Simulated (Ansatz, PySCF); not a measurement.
Noncovalent pair: H4SeSi (SMILES [SiH3][SeH]) (first 6 atoms) with HF (SMILES F); geometry from B3LYP-D3(BJ)/def2-TZVP, rigid monomers moved along the line of their centres of mass till Se2···H8 is 4.23 Å.
(charge 0, multiplicity 1):
```xyz
8

Si     0.614    -1.355     0.860
Se    -0.473     0.684     0.987
H      0.050    -2.160    -0.243
H      2.017    -0.996     0.580
H      0.489    -2.078     2.140
H     -1.752     0.080     1.397
F      1.442     1.089     5.742
H      0.991     1.199     4.924
```

Monomers are frozen at their geometry in the pair; levels with a basis set take the counterpoise correction.

Cores are frozen in the correlated methods. Filled d and f shells under p-block atoms count as core. CBS(a, b) extrapolates the correlation energy as X⁻³ and adds the Hartree–Fock energy of set b.

Run with Ansatz (a quantum-chemistry and plane-wave program) with Gaussian orbitals; PySCF for the dispersion terms. Values without a source in brackets are computed.

PBE/def2-TZVPPD gives -0.97 kcal/mol for the interaction energy.

### Question
How do the other levels lie against it? Give each less PBE: PBE-D3(BJ)/def2-TZVPPD, r2SCAN/def2-TZVPPD, B3LYP/def2-TZVPPD, wB97M-V/def2-TZVPPD, MP2/CBS(def2-SVPD, def2-TZVPPD), CCSD(T)/CBS(def2-SVPD, def2-TZVPPD).

### Answer
PBE-D3(BJ)/def2-TZVPPD -0.16; r2SCAN/def2-TZVPPD 0.04; B3LYP/def2-TZVPPD 0.15; wB97M-V/def2-TZVPPD -0.05; MP2/CBS(def2-SVPD, def2-TZVPPD) -0.03; CCSD(T)/CBS(def2-SVPD, def2-TZVPPD) -0.02 kcal/mol. 2 of 6 lie above PBE; the widest gap is to PBE-D3(BJ)/def2-TZVPPD.
